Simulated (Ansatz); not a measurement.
The pair A = HCl (SMILES Cl) (first 2 atoms), B = C2H6O (SMILES COC); geometry from B3LYP-D3(BJ)/def2-TZVP.
(charge 0, multiplicity 1):
```xyz
11

Cl    -0.425     0.488     0.355
H     -1.112     0.835    -0.672
C     -0.196    -1.213     3.479
O      0.753    -0.231     3.125
C      0.508     1.007     3.754
H     -1.210    -0.910     3.189
H     -0.184    -1.408     4.559
H      0.067    -2.126     2.948
H     -0.475     1.409     3.476
H      1.280     1.699     3.422
H      0.553     0.915     4.847
```

Cores are frozen in the correlated methods. MP2 and its Hartree–Fock in aug-cc-pV(T+d)Z are density fitted.

Run with Ansatz (a program for electronic structure) with Gaussian orbitals. Values without a source in brackets are computed.

The counterpoise-corrected interaction energy is E(AB) − E(A in the pair's basis) − E(B in the pair's basis). Total energies (hartree):

```json
[
 {"level": "HF/aug-cc-pV(D+d)Z", "AB": "-614.1810591", "A in the pair's basis": "-460.0949702", "B in the pair's basis": "-154.0869440"},
 {"level": "MP2/aug-cc-pV(D+d)Z", "AB": "-614.8521516", "A in the pair's basis": "-460.2581397", "B in the pair's basis": "-154.5915355"},
 {"level": "HF/aug-cc-pV(T+d)Z", "AB": "-614.2362185", "A in the pair's basis": "-460.1085499", "B in the pair's basis": "-154.1287027"},
 {"level": "MP2/aug-cc-pV(T+d)Z", "AB": "-615.0576851", "A in the pair's basis": "-460.3170062", "B in the pair's basis": "-154.7377749"},
 {"level": "CCSD(T)/aug-cc-pV(D+d)Z", "AB": "-614.9280406", "A in the pair's basis": "-460.2806916", "B in the pair's basis": "-154.6451982"}
]
```

Q: Work out the counterpoise-corrected interaction energy at the basis-set limit: extrapolate the MP2 correlation part as X⁻³, take Hartree–Fock from the larger set, and add the CCSD(T) − MP2 difference of aug-cc-pV(D+d)Z.

A: 
1. Differences (1 hartree = 627.509 kcal/mol): HF/aug-cc-pV(D+d)Z 0.537; MP2/aug-cc-pV(D+d)Z -1.554; HF/aug-cc-pV(T+d)Z 0.649; MP2/aug-cc-pV(T+d)Z -1.822; CCSD(T)/aug-cc-pV(D+d)Z -1.350.
2. Correlation parts, MP2 less HF: -2.090 in aug-cc-pV(D+d)Z (X = 2), -2.471 in aug-cc-pV(T+d)Z (X = 3).
3. Limit (3³·(-2.471) − 2³·(-2.090))/(3³ − 2³) = -2.632; with HF/aug-cc-pV(T+d)Z it gives -1.983.
4. CCSD(T) less MP2 in aug-cc-pV(D+d)Z: 0.204.
Result: -1.78 kcal/mol, against -1.55 at MP2/aug-cc-pV(D+d)Z. It is an estimate of this method's limit, not of the exact value.
